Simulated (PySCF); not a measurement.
## Correlation energy of Ge (germanium, neutral)

[Ar] 3d10 4s1 4p3, high-spin 5S determinant (an excited configuration). Computed with PySCF 2.14 in aug-cc-pVTZ-DK (7s6p4d2f, 59 functions), with the spin-free X2C one-electron Hamiltonian (Gaussian nucleus). Frozen: [Ar] 3d10; 4 electrons correlated.

```
  level  correlation energy (mhartree)
   CCSD                         -24.75
    (T)                          -0.38
CCSD(T)                         -25.13
```

Diagnostics: T1 = 0.0025, D1 = 0.0053, largest double amplitude 0.037.

Cost of the coupled-cluster step: about 1.3 core-seconds, for 4 correlated electrons.

Iterations:

```
CC2 = 0
CCSD nocc = (np.int64(4), np.int64(0)), nmo = (45, 45)
frozen orbitals [[0, 1, 2, 3, 4, 5, 6, 7, 8, 9, 10, 11, 12, 13], [0, 1, 2, 3, 4, 5, 6, 7, 8, 9, 10, 11, 12, 13]]
max_cycle = 100
direct = 0
conv_tol = 1e-08
conv_tol_normt = 1e-06
diis_space = 8
diis_start_cycle = 0
Init t2, MP2 energy = -0.0184565055488225
Init E_corr(UCCSD) = -0.0184565055719451
cycle = 1  E_corr(UCCSD) = -0.0230133461906061  dE = -0.00455684062  norm(t1,t2) = 0.028779
cycle = 2  E_corr(UCCSD) = -0.0242372503793408  dE = -0.00122390419  norm(t1,t2) = 0.00887809
cycle = 3  E_corr(UCCSD) = -0.024762572506047  dE = -0.000525322127  norm(t1,t2) = 0.00295643
cycle = 4  E_corr(UCCSD) = -0.0247538179372198  dE = 8.75456883e-06  norm(t1,t2) = 0.000284992
cycle = 5  E_corr(UCCSD) = -0.0247541451449518  dE = -3.27207732e-07  norm(t1,t2) = 3.94735e-05
cycle = 6  E_corr(UCCSD) = -0.0247539904936229  dE = 1.54651329e-07  norm(t1,t2) = 5.97233e-06
cycle = 7  E_corr(UCCSD) = -0.0247540705686966  dE = -8.00750737e-08  norm(t1,t2) = 6.02974e-07
cycle = 8  E_corr(UCCSD) = -0.0247540605045011  dE = 1.00641955e-08  norm(t1,t2) = 9.38497e-08
cycle = 9  E_corr(UCCSD) = -0.0247540522452372  dE = 8.25926392e-09  norm(t1,t2) = 3.69169e-08
UCCSD converged
E(UCCSD) = -2096.948084586993  E_corr = -0.02475405224523717
UCCSD(T) correction = -0.000378356856116716
```
